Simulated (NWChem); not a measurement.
Species: GeH2O, singlet; SMILES [OH][GeH]

Low-valent species are run as closed-shell singlets; no triplet was tried in these runs.

Task: Give the equilibrium geometry at PBE-D3(BJ)/def2-SVP (NWChem) as a list of bonds and angles, with the point group.

Result: point group Cs; any orientation.
Bonded distances (Å): Ge1–H2 1.640, Ge1–O3 1.813, O3–H4 0.976. Bond angles (°): H2–Ge1–O3 95.8, Ge1–O3–H4 112.6.
